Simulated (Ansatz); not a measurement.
Computed with Ansatz on PBE0-D4/def2-TZVP structures; ΔE is electronic, products minus reactants. CCSD(T)/CBS adds triple-zeta CCSD(T) − MP2 to the extrapolated MP2 energy (def2 sets, frozen cores). This one scheme is used for every species. DFT in def2-TZVPP. Each species was taken in one conformer, which may not be the lowest.

`C[S][Al]([NH2])[F]` + H₂O → `[NH2][Al]([OH])[F]` + CH₃SH  (formal hydrolysis of the Al–S bond)

`C[S][Al]([NH2])[F]`:

Cartesian coordinates in Å:
```
C 0.680 -1.116 1.735
S -0.746 -1.035 0.596
Al -0.140 0.571 -0.717
N -1.113 1.110 -2.072
F 1.303 1.322 -0.422
H 1.405 -0.330 1.533
H 0.309 -1.011 2.753
H 1.161 -2.087 1.624
H -2.003 0.719 -2.333
H -0.856 1.857 -2.696
```

H₂O:

Z-matrix (Å, degrees):
```
O
H 1 0.960
H 1 0.960 2 105.1
```

`[NH2][Al]([OH])[F]`:

```xyz
7

N     0.249    1.155   -0.300
Al   -0.236   -0.317    0.523
O    -0.163   -1.863   -0.142
F    -0.806   -0.192    2.061
H     0.198    2.071    0.115
H     0.612    1.212   -1.236
H     0.146   -2.066   -1.021
```

CH₃SH:

Cartesian coordinates in Å:
```
C -0.152 -0.135 0.447
S 1.053 0.063 -0.884
H -0.537 0.827 0.784
H 0.383 -0.603 1.274
H -0.972 -0.787 0.151
H 0.226 0.634 -1.772
```

| level | ΔE (kJ/mol) | difference from CCSD(T)/CBS |
| --- | --- | --- |
| ωB97X-V | -28.8 | -3.2 |
| ωB97M-V | -28.7 | -3.1 |
| B2PLYP | -34.5 | -8.9 |
| r2SCAN | -27.7 | -2.1 |
| PBE0 | -23.1 | 2.5 |
| HF/def2-QZVPP | -41.9 | -16.3 |
| MP2/def2-QZVPP | -26.9 | -1.3 |
| SCS-MP2/def2-QZVPP | -31.6 | -6.0 |
| HF/CBS(def2) | -42.1 | -16.5 |
| MP2/CBS(def2) | -24.5 | 1.1 |
| CCSD(T)/CBS | -25.6 | 0 |

Largest T1 diagnostic among the species: 0.012.

The D4 term adds +6.6 kJ/mol with B3LYP and +3.8 kJ/mol with PBE0; it sums over pairs of atoms, weighted by their polarisabilities, and B3LYP, whose exchange is more repulsive, gets the larger term. In def2-TZVPP, CCSD(T) changes the Hartree–Fock value by +10.5 kJ/mol (the triples alone add +3.1 kJ/mol) and MP2 by +11.5 kJ/mol.

B3LYP here is the variant with VWN-RPA as its local correlation; programs differ in this.
